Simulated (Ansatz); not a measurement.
Born–Oppenheimer molecular dynamics of C₂H₁₀OSi (14 atoms, charge 0, multiplicity 1). It starts from a rough guess of a transition structure, not a stationary point.

All numbers below come from UKS r2SCAN/STO-3G (Ansatz).

- ensemble: NVE (velocity Verlet)
- time step: 0.5 fs
- steps asked: 150
- starting velocities drawn for: 600 K
- seed: 18758

Frames 0.5 fs apart, positions in Å.

Velocities at 0.0 fs (Å/ps):

```
Si 1.95 -5.01 4.18
C -9.10 1.89 4.32
C 3.90 1.99 -6.36
H -5.88 -2.17 -4.52
H -1.05 -47.37 21.32
O -1.67 4.94 -5.01
H 6.15 28.46 7.69
H -12.84 2.71 -19.30
H 44.00 -29.35 -5.67
H -35.31 5.14 -13.57
H 4.97 35.96 -10.75
H 4.87 11.06 -8.71
H 42.20 -20.56 7.36
H -12.99 31.16 13.38
```

```xyz
14
Properties=species:S:1:pos:R:3 time_fs=0.0 energy_less_start_eV=0.000 T=600
Si -0.944 0.502 0.781
C 0.313 -0.756 -0.464
C 1.027 0.074 -1.522
H -2.234 0.177 0.115
H -0.796 1.927 0.565
O -1.105 -0.115 2.276
H 0.693 -0.018 0.671
H 0.827 0.628 1.399
H 0.996 -1.489 -0.016
H -0.431 -1.375 -0.973
H 1.718 0.785 -1.066
H 1.594 -0.550 -2.215
H 0.302 0.648 -2.097
H -1.960 -0.439 2.546
14
Properties=species:S:1:pos:R:3 time_fs=0.5 energy_less_start_eV=-0.098 T=663
Si -0.943 0.500 0.783
C 0.308 -0.755 -0.462
C 1.029 0.075 -1.525
H -2.237 0.177 0.113
H -0.796 1.903 0.576
O -1.106 -0.113 2.273
H 0.698 0.000 0.680
H 0.821 0.627 1.388
H 1.018 -1.503 -0.019
H -0.449 -1.373 -0.980
H 1.721 0.803 -1.071
H 1.597 -0.544 -2.219
H 0.323 0.638 -2.094
H -1.970 -0.425 2.552
14
Properties=species:S:1:pos:R:3 time_fs=1.0 energy_less_start_eV=-0.220 T=741
Si -0.942 0.497 0.785
C 0.302 -0.754 -0.460
C 1.031 0.076 -1.528
H -2.239 0.176 0.112
H -0.794 1.881 0.585
O -1.106 -0.110 2.271
H 0.708 0.026 0.699
H 0.819 0.624 1.375
H 1.040 -1.517 -0.021
H -0.467 -1.371 -0.988
H 1.724 0.821 -1.076
H 1.600 -0.539 -2.224
H 0.342 0.629 -2.093
H -1.987 -0.413 2.559
14
Properties=species:S:1:pos:R:3 time_fs=1.5 energy_less_start_eV=-0.359 T=830
Si -0.942 0.494 0.786
C 0.297 -0.753 -0.458
C 1.033 0.077 -1.531
H -2.240 0.177 0.111
H -0.790 1.860 0.595
O -1.106 -0.108 2.269
H 0.722 0.059 0.727
H 0.819 0.617 1.361
H 1.058 -1.528 -0.023
H -0.484 -1.368 -0.994
H 1.727 0.838 -1.081
H 1.604 -0.535 -2.230
H 0.356 0.624 -2.095
H -2.008 -0.401 2.564
14
Properties=species:S:1:pos:R:3 time_fs=2.0 energy_less_start_eV=-0.498 T=916
Si -0.941 0.490 0.787
C 0.291 -0.753 -0.456
C 1.036 0.078 -1.533
H -2.240 0.178 0.112
H -0.784 1.844 0.603
O -1.105 -0.105 2.268
H 0.741 0.097 0.764
H 0.824 0.609 1.346
H 1.072 -1.535 -0.026
H -0.499 -1.366 -1.000
H 1.728 0.853 -1.087
H 1.609 -0.532 -2.236
H 0.366 0.622 -2.100
H -2.030 -0.390 2.567
14
Properties=species:S:1:pos:R:3 time_fs=2.5 energy_less_start_eV=-0.579 T=964
Si -0.942 0.487 0.787
C 0.284 -0.753 -0.455
C 1.040 0.079 -1.535
H -2.240 0.181 0.114
H -0.776 1.832 0.611
O -1.105 -0.103 2.268
H 0.764 0.139 0.806
H 0.834 0.602 1.334
H 1.081 -1.538 -0.030
H -0.511 -1.362 -1.005
H 1.729 0.865 -1.093
H 1.614 -0.529 -2.241
H 0.370 0.624 -2.111
H -2.053 -0.379 2.568
14
Properties=species:S:1:pos:R:3 time_fs=3.0 energy_less_start_eV=-0.554 T=953
Si -0.942 0.483 0.787
C 0.278 -0.753 -0.454
C 1.043 0.080 -1.537
H -2.238 0.185 0.116
H -0.765 1.826 0.618
O -1.104 -0.101 2.268
H 0.793 0.180 0.849
H 0.851 0.599 1.330
H 1.085 -1.537 -0.034
H -0.521 -1.358 -1.008
H 1.728 0.875 -1.100
H 1.620 -0.527 -2.246
H 0.369 0.630 -2.125
H -2.072 -0.365 2.566
14
Properties=species:S:1:pos:R:3 time_fs=3.5 energy_less_start_eV=-0.591 T=992
Si -0.943 0.478 0.786
C 0.271 -0.754 -0.453
C 1.048 0.081 -1.538
H -2.236 0.190 0.120
H -0.752 1.825 0.624
O -1.103 -0.099 2.269
H 0.826 0.213 0.885
H 0.875 0.607 1.340
H 1.084 -1.530 -0.039
H -0.527 -1.353 -1.011
H 1.726 0.882 -1.108
H 1.627 -0.526 -2.251
H 0.364 0.638 -2.142
H -2.087 -0.351 2.561
14
Properties=species:S:1:pos:R:3 time_fs=4.0 energy_less_start_eV=-1.012 T=1258
Si -0.944 0.473 0.784
C 0.264 -0.755 -0.452
C 1.052 0.082 -1.540
H -2.233 0.195 0.123
H -0.737 1.830 0.631
O -1.103 -0.097 2.271
H 0.862 0.235 0.908
H 0.906 0.631 1.370
H 1.076 -1.519 -0.044
H -0.530 -1.346 -1.012
H 1.723 0.885 -1.115
H 1.634 -0.525 -2.255
H 0.356 0.648 -2.161
H -2.098 -0.335 2.552
14
Properties=species:S:1:pos:R:3 time_fs=4.5 energy_less_start_eV=-1.685 T=1673
Si -0.945 0.468 0.782
C 0.257 -0.756 -0.451
C 1.056 0.084 -1.541
H -2.229 0.202 0.128
H -0.719 1.839 0.636
O -1.103 -0.096 2.273
H 0.901 0.244 0.920
H 0.944 0.669 1.418
H 1.063 -1.504 -0.050
H -0.531 -1.340 -1.012
H 1.719 0.887 -1.123
H 1.641 -0.524 -2.257
H 0.347 0.658 -2.181
H -2.103 -0.317 2.539
14
Properties=species:S:1:pos:R:3 time_fs=5.0 energy_less_start_eV=-2.198 T=2001
Si -0.947 0.463 0.780
C 0.249 -0.757 -0.451
C 1.060 0.085 -1.542
H -2.226 0.210 0.132
H -0.700 1.851 0.642
O -1.103 -0.094 2.276
H 0.944 0.248 0.926
H 0.987 0.715 1.477
H 1.044 -1.486 -0.055
H -0.529 -1.333 -1.011
H 1.714 0.885 -1.131
H 1.648 -0.524 -2.259
H 0.338 0.667 -2.200
H -2.102 -0.298 2.524
14
Properties=species:S:1:pos:R:3 time_fs=5.5 energy_less_start_eV=-2.432 T=2158
Si -0.949 0.457 0.777
C 0.242 -0.757 -0.450
C 1.063 0.087 -1.543
H -2.223 0.219 0.136
H -0.679 1.865 0.647
O -1.103 -0.093 2.280
H 0.989 0.253 0.934
H 1.034 0.762 1.538
H 1.022 -1.465 -0.060
H -0.525 -1.326 -1.010
H 1.710 0.883 -1.138
H 1.655 -0.525 -2.258
H 0.330 0.675 -2.217
H -2.098 -0.277 2.507
```

Of the whole run (75 fs, mean temperature of the second half 2823 K): The conserved energy stayed within 1.9 meV per atom of its start (net change -0.16 meV per atom), so there is no drift, though single steps change it by up to 31 meV in the whole system, a sign of fast motions only just resolved. The system heated up, since it started high on the potential surface and ran downhill. A run of 0.075 ps of so small a system gives no equilibrium averages. The orbitals stay closed-shell, which can raise the energy where a bond breaks towards radicals; this wasn't checked here. Limits of this set-up: minimal basis.

Time of the run: 11 min on 1 CPU thread of a shared host.
